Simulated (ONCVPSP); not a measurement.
**How hard is this cobalt ONCV potential?**

```json
{
  "Element": "Co (Z = 27)",
  "Generator": "ONCVPSP 4.0.1",
  "Type": "optimised norm-conserving Vanderbilt (ONCV)",
  "Functional": "PBE",
  "Relativity": "scalar-relativistic",
  "Frozen core": "[Ne] 3s2",
  "Valence charge": "15",
  "Reference configuration": "3p6 3d7 4s2",
  "Partial waves": "4s: rc 2.55 bohr, ncon 4, nbas 9, qcut 2.3 1/bohr, 2 projectors, debl 1.1 Ha; 3p: rc 1.20 bohr, ncon 4, nbas 8, qcut 13.9 1/bohr, 2 projectors, debl 3.9 Ha; 3d: rc 1.20 bohr, ncon 4, nbas 8, qcut 10.9 1/bohr, 2 projectors, debl 2.9 Ha",
  "Local potential": "polynomial inside 1.15 bohr (lpopt 5, dvloc0 3 Ha)",
  "Core correction": "Teter function, fcfact 2.75, rcfact 1.35"
}
```

Problem. For each optimised wave give the share of its norm inside rc, the residual kinetic energy above qcut (Ha) and the cutoffs (Ha) for errors of 10, 1, 0.1 and 0.01 mHa per electron.

Solution.

| wave | norm inside rc | residual KE | 10 mHa | 1 mHa | 0.1 mHa | 0.01 mHa |
| --- | --- | --- | --- | --- | --- | --- |
| 4s | 0.445 | 2.8e-03 | 1.5 | 6.2 | 32.5 | 38.7 |
| s projector 2 | 0.129 | 1.7e-02 | 2.9 | 7.5 | 23.6 | 40.8 |
| 3p | 0.879 | 1.0e-08 | 30.4 | 39.6 | 48.1 | 55.9 |
| p projector 2 | 0.046 | 3.1e-09 | 23.3 | 32.5 | 40.2 | 46.6 |
| 3d | 0.687 | 3.2e-04 | 47.0 | 55.1 | 108.5 | 171.0 |
| d projector 2 | 0.072 | 6.0e-04 | 47.0 | 57.2 | 108.9 | 197.9 |

The occupied waves need 55 Ha and 109 Ha for 1 and 0.1 mHa. Note: no bound ghost flagged; GHOST(+) flagged for s at 23.8 eV.
